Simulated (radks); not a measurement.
The numbers below are computed, except where a source is named.
The selenium anion Se2-, [Kr], held by a Watson sphere: a shell of charge +2 at radius R that stands for the Madelung well of a crystal (potential energy -2/R inside, -2/r outside, in hartree with lengths in bohr). Level of theory: scalar-relativistic Kohn-Sham, LDA (Slater exchange, Perdew-Wang correlation), spin-unpolarised, spherical densities, point nucleus (a radial shooting solver on a logarithmic mesh with Libxc functionals). Response by self-consistent Sternheimer equations with the Hartree and adiabatic LDA kernel, the relativistic mass of each level held fixed and spin-orbit coupling left out. The sphere does not respond.

R (bohr)  e(3d) (eV)  e(4s) (eV)  e(4p) (eV)  <r> 4p (bohr)  sum of <r^2> (bohr^2)  X-ray form factor at sin(theta)/lambda = 0.2 1/angstrom  alpha (bohr^3)
2.29         -51.697     -18.238      -7.866          2.305                  53.56                                                   27.173           31.51
3.07         -50.661     -16.307      -6.440          2.502                  61.20                                                   26.943           48.44
3.8          -49.905     -14.992      -5.227          2.655                  67.86                                                   26.878           71.87
4.2          -49.519     -14.421      -4.651          2.728                  71.31                                                   26.872           88.43
4.75         -49.029     -13.764      -3.961          2.816                  75.91                                                   26.876           116.5
4.77         -49.012     -13.742      -3.938          2.819                  76.08                                                   26.877           117.7
5.18         -48.683     -13.333      -3.496          2.879                  79.45                                                   26.883           143.8
5.24         -48.637     -13.278      -3.436          2.887                  79.95                                                   26.884           148.1
